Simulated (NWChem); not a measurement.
System: C2H7NZr; SMILES [CH3][Zr]([CH3])=[NH]

NWChem input:

```
start job
memory heap 200 mb stack 900 mb global 1100 mb
geometry units angstroms noautoz
  Zr    -0.149120    -0.002684     0.214379
  N     -1.650773    -0.001407    -0.779091
  H     -2.409237    -0.001172    -1.455812
  C      1.020898     1.788702    -0.457030
  H      1.277854     1.669067    -1.525326
  H      1.975255     1.891511     0.096798
  H      0.471897     2.743282    -0.373763
  C      1.024343    -1.788190    -0.466249
  H      1.289881    -1.654603    -1.530892
  H      0.475184    -2.743858    -0.399586
  H      1.974493    -1.897611     0.093550
end
basis spherical
  * library def2-svpd
end
ecp
  Zr library def2-ecp
end
dft
  xc b3lyp
  iterations 150
  mulliken
end
task dft energy
```

Output (shortened):

```
             Northwest Computational Chemistry Package (NWChem) 7.3.0
             --------------------------------------------------------

 C1  symmetry detected

                             Geometry "geometry" -> ""
                             -------------------------

 Output coordinates in angstroms (scale by  1.889725989 to convert to a.u.)

  No.       Tag          Charge          X              Y              Z
 ---- ---------------- ---------- -------------- -------------- --------------
    1 Zr                  40.0000    -0.12909755    -0.00005945     0.33530782
    2 N                    7.0000    -1.67990722     0.00018000    -0.57953387
    3 H                    1.0000    -2.47220657    -0.00056043    -1.21630714
    4 C                    6.0000     1.00637981     1.78839832    -0.40015525
    5 H                    1.0000     1.20788688     1.66574615    -1.47994533
    6 H                    1.0000     1.98807586     1.89166620     0.10353219
    7 H                    1.0000     0.46323616     2.74374737    -0.29124412
    8 C                    6.0000     1.00619094    -1.78850721    -0.40013502
    9 H                    1.0000     1.21668004    -1.65793765    -1.47738456
   10 H                    1.0000     0.46034988    -2.74344150    -0.30277526
   11 H                    1.0000     1.98380582    -1.89744884     0.11029007

 Effective nuclear repulsion energy (a.u.)     303.7712224203

                                 NWChem DFT Module
                                 -----------------

 Summary of "ao basis" -> "ao basis" (spherical)
 ------------------------------------------------------------------------------
       Tag                 Description            Shells   Functions and Types
 ---------------- ------------------------------  ------  ---------------------
 Zr                        def2-svpd                12       34   5s4p2d1f
 N                         def2-svpd                 8       20   4s2p2d
 H                         def2-svpd                 4        8   2s2p
 C                         def2-svpd                 8       20   4s2p2d

            General Information
            -------------------
          SCF calculation type: DFT
          Wavefunction type:  closed shell.
          No. of atoms     :    11
          No. of electrons :    38
           Alpha electrons :    19
            Beta electrons :    19
          Charge           :     0
          Spin multiplicity:     1
          Use of symmetry is: off; symmetry adaption is: off
          Maximum number of iterations: 150
          AO basis - number of functions:   150
                     number of shells:    64
          Convergence on energy requested:  1.00D-06
          Convergence on density requested:  1.00D-05
          Convergence on gradient requested:  5.00D-04

              XC Information
              --------------
                         B3LYP Method XC Potential
                     Hartree-Fock (Exact) Exchange  0.200
                        Slater Exchange Functional  0.800 local
                    Becke 1988 Exchange Functional  0.720 non-local
              Lee-Yang-Parr Correlation Functional  0.810
                  VWN I RPA Correlation Functional  0.190 local

             Grid Information
             ----------------
          Grid used for XC integration:  medium
          Radial quadrature: Mura-Knowles
          Angular quadrature: Lebedev.
          Tag              B.-S. Rad. Rad. Pts. Rad. Cut. Ang. Pts.
          ---              ---------- --------- --------- ---------
          Zr                  1.55      123          11.0       590
          N                   0.65       49          11.0       434
          H                   0.35       45          13.0       434
          C                   0.70       49          12.0       434
          Grid pruning is: on
          Number of quadrature shells:   585
          Spatial weights used:  Erf1

      Superposition of Atomic Density Guess
      -------------------------------------

 Sum of atomic energies:        -186.48890592

      Non-variational initial energy
      ------------------------------

 Total energy =    -180.775577
 1-e energy   =    -513.129792
 2-e energy   =     202.029029
 HOMO         =      -0.313523
 LUMO         =      -0.069994

     ---------------------------------------------
      Total Density - Mulliken Population Analysis
     ---------------------------------------------

    Atom       Charge   Shell Charges
 -----------   ------   -------------------------------------------------------
    1 Zr  12     9.97  -0.48  1.60  0.88  0.37  0.14  5.81  0.29  0.05  0.06  1.04  0.14  0.08
    2 N    7     7.90   1.99  1.13  0.51 -0.27  2.80  1.76  0.01 -0.02
    3 H    1     1.21   0.64  0.43  0.05  0.10
    4 C    6     6.72   1.99  1.01  0.01 -0.02  2.20  1.53  0.01 -0.00
    5 H    1     0.89   0.66  0.12  0.03  0.09
    6 H    1     0.90   0.65  0.13  0.03  0.09
    7 H    1     0.94   0.66  0.17  0.03  0.09
    8 C    6     6.72   1.99  1.01  0.01 -0.02  2.20  1.53  0.01 -0.00
    9 H    1     0.89   0.66  0.12  0.03  0.09
   10 H    1     0.95   0.66  0.17  0.03  0.09
   11 H    1     0.90   0.66  0.13  0.03  0.09

   convergence    iter        energy       DeltaE   RMS-Dens  Diis-err
 ---------------- ----- ----------------- --------- --------- ---------
 d= 0,ls=0.0,diis     1   -181.8635707428 -3.12D+02  3.03D-02  1.79D+00
 d= 0,ls=0.0,diis     2   -178.1974881466  3.67D+00  2.63D-02  2.44D+01
 d= 0,ls=0.0,diis     3   -182.1116479473 -3.91D+00  3.84D-03  1.27D-01
 d= 0,ls=0.0,diis     4   -182.1140059440 -2.36D-03  1.74D-03  1.20D-01
 d= 0,ls=0.0,diis     5   -182.1297294130 -1.57D-02  4.98D-04  3.04D-03
  Resetting Diis
 d= 0,ls=0.0,diis     6   -182.1301080266 -3.79D-04  1.51D-04  8.52D-04
 d= 0,ls=0.0,diis     7   -182.1302106488 -1.03D-04  1.20D-04  4.82D-05
 d= 0,ls=0.0,diis     8   -182.1301846901  2.60D-05  7.72D-05  2.48D-04
 d= 0,ls=0.0,diis     9   -182.1302153583 -3.07D-05  2.17D-05  1.63D-05
 d= 0,ls=0.0,diis    10   -182.1302173041 -1.95D-06  3.54D-06  1.23D-07
 d= 0,ls=0.0,diis    11   -182.1302173250 -2.09D-08  1.14D-06  1.41D-08

         Total DFT energy =     -182.130217324997
      One electron energy =     -519.196186894171
           Coulomb energy =      232.984065718206
    Exchange-Corr. energy =      -26.243282465522
 Nuclear repulsion energy =      130.325186316490

 Numeric. integr. density =       37.999990442301

                       DFT Final Molecular Orbital Analysis
                       ------------------------------------

 Vector   17  Occ=2.000000D+00  E=-2.587956D-01
              MO Center= -8.3D-04,  9.0D-04, -2.1D-01, r^2= 3.8D+00
   Bfn.  Coefficient  Atom+Function         Bfn.  Coefficient  Atom+Function
  ----- ------------  ---------------      ----- ------------  ---------------
    18      0.418411   1 Zr d -2             40      0.301382   2 N  py
    43     -0.193929   2 N  py               68     -0.187239   4 C  py
   112     -0.186550   8 C  py               67     -0.167312   4 C  px
   111      0.167509   8 C  px               71     -0.119351   4 C  py
   115     -0.118930   8 C  py                7     -0.098550   1 Zr py

 Vector   18  Occ=2.000000D+00  E=-2.450847D-01
              MO Center= -7.1D-01, -3.4D-04, -3.4D-01, r^2= 3.4D+00
   Bfn.  Coefficient  Atom+Function         Bfn.  Coefficient  Atom+Function
  ----- ------------  ---------------      ----- ------------  ---------------
    41      0.338556   2 N  pz                4      0.281363   1 Zr s
    39     -0.252256   2 N  px               44     -0.218899   2 N  pz
     2     -0.205058   1 Zr s                22     -0.201380   1 Zr d  2
    42      0.178368   2 N  px               20      0.159190   1 Zr d  0
    68     -0.147579   4 C  py              112      0.147324   8 C  py

 Vector   19  Occ=2.000000D+00  E=-2.344638D-01
              MO Center= -6.2D-01, -1.6D-04, -4.2D-01, r^2= 3.4D+00
   Bfn.  Coefficient  Atom+Function         Bfn.  Coefficient  Atom+Function
  ----- ------------  ---------------      ----- ------------  ---------------
    40      0.415545   2 N  py               19      0.313020   1 Zr d -1
    43     -0.277835   2 N  py                7      0.218165   1 Zr py
    68      0.167915   4 C  py              112      0.167722   8 C  py
    16     -0.152330   1 Zr py               66      0.137964   4 C  s
   110     -0.138171   8 C  s                24      0.100513   1 Zr d -1

 Vector   20  Occ=0.000000D+00  E=-8.763931D-02
              MO Center= -3.2D-01,  4.3D-04,  1.5D+00, r^2= 3.5D+00
   Bfn.  Coefficient  Atom+Function         Bfn.  Coefficient  Atom+Function
  ----- ------------  ---------------      ----- ------------  ---------------
     5      0.493009   1 Zr s                20      0.436636   1 Zr d  0
    17      0.244694   1 Zr pz               25      0.222921   1 Zr d  0
     8     -0.220898   1 Zr pz                4      0.203653   1 Zr s
    14      0.198850   1 Zr pz                2     -0.169720   1 Zr s
    21      0.163304   1 Zr d  1              3     -0.144965   1 Zr s

 Vector   21  Occ=0.000000D+00  E=-4.701535D-02
              MO Center= -1.6D-01, -6.0D-04,  8.3D-01, r^2= 4.0D+00
   Bfn.  Coefficient  Atom+Function         Bfn.  Coefficient  Atom+Function
  ----- ------------  ---------------      ----- ------------  ---------------
    19      0.621954   1 Zr d -1             66     -0.519491   4 C  s
   110      0.518095   8 C  s                16      0.412812   1 Zr py
    13      0.403677   1 Zr py               84      0.314252   5 H  s
   128     -0.313172   9 H  s                24      0.310452   1 Zr d -1
     7     -0.227833   1 Zr py              136     -0.184610  10 H  s

 Vector   22  Occ=0.000000D+00  E=-3.032963D-02
              MO Center=  2.7D-01,  3.9D-04,  6.2D-01, r^2= 4.2D+00
   Bfn.  Coefficient  Atom+Function         Bfn.  Coefficient  Atom+Function
  ----- ------------  ---------------      ----- ------------  ---------------
    38      0.756689   2 N  s                 5      0.606870   1 Zr s
    21     -0.521749   1 Zr d  1             56     -0.376536   3 H  s
    66     -0.373000   4 C  s               110     -0.374268   8 C  s
     4     -0.360698   1 Zr s                22     -0.355299   1 Zr d  2
    12      0.283358   1 Zr px               26     -0.244811   1 Zr d  1

     ---------------------------------------------
      Total Density - Mulliken Population Analysis
     ---------------------------------------------

    Atom       Charge   Shell Charges
 -----------   ------   -------------------------------------------------------
    1 Zr  12    11.31  -0.49  1.67  0.83  0.44  0.08  5.82  0.33  0.08  0.11  2.01  0.37  0.07
    2 N    7     6.74   1.99  1.06  0.46 -0.36  2.34  1.27  0.01 -0.03
    3 H    1     1.49   0.76  0.55  0.04  0.14
    4 C    6     5.74   1.98  0.93 -0.13 -0.04  2.11  0.93  0.02 -0.05
    5 H    1     1.13   0.74  0.27  0.03  0.10
    6 H    1     1.14   0.75  0.29  0.02  0.08
    7 H    1     1.21   0.74  0.35  0.03  0.10
    8 C    6     5.74   1.98  0.93 -0.13 -0.04  2.11  0.93  0.02 -0.05
    9 H    1     1.13   0.74  0.27  0.03  0.10
   10 H    1     1.21   0.74  0.35  0.03  0.10
   11 H    1     1.14   0.75  0.29  0.02  0.08

     -------------------------------------------
      Total Density - Lowdin Population Analysis
     -------------------------------------------

    Atom       Charge   Shell Charges
 -----------   ------   -------------------------------------------------------
    1 Zr  12    10.89   0.00  0.89  0.81  0.22  0.09  5.14  0.70  0.13  0.26  1.81  0.70  0.14
    2 N    7     7.19   1.97  0.74  0.37  0.16  2.14  1.53  0.01  0.25
    3 H    1     1.19   0.54  0.19  0.12  0.34
    4 C    6     6.03   1.96  0.50  0.23  0.12  1.84  1.15  0.04  0.19
    5 H    1     1.10   0.56  0.19  0.06  0.29
    6 H    1     1.12   0.57  0.20  0.06  0.29
    7 H    1     1.11   0.56  0.19  0.06  0.29
    8 C    6     6.03   1.96  0.50  0.23  0.12  1.84  1.15  0.04  0.19
    9 H    1     1.10   0.56  0.19  0.06  0.29
   10 H    1     1.11   0.56  0.19  0.06  0.29
   11 H    1     1.12   0.57  0.20  0.06  0.29

     Multipole analysis of the density
     ---------------------------------

     L   x y z        total         alpha         beta         nuclear
     -   - - -        -----         -----         ----         -------
     0   0 0 0      0.000000    -19.000000    -19.000000     38.000000

     1   1 0 0      0.064316     -3.383268     -3.383268      6.830852
     1   0 1 0      0.000013     -0.001566     -0.001566      0.003146
     1   0 0 1      1.536598      9.639257      9.639257    -17.741917

     2   2 0 0    -34.701113   -105.683479   -105.683479    176.665845
     2   1 1 0      0.001762      0.000436      0.000436      0.000890
     2   1 0 1      0.427772     -1.635477     -1.635477      3.698725
     2   0 2 0    -36.476168   -136.332398   -136.332398    236.188628
     2   0 1 1      0.002541     -0.002442     -0.002442      0.007426
     2   0 0 2    -27.710431    -34.698217    -34.698217     41.686003
```

Level: B3LYP/def2-SVPD with def2 effective core potentials on Zr. Geometry: optimised at PBE0/def2-SVP. Not confirmed as a minimum by frequencies. def2 effective core potentials on Zr; no spin-orbit coupling.
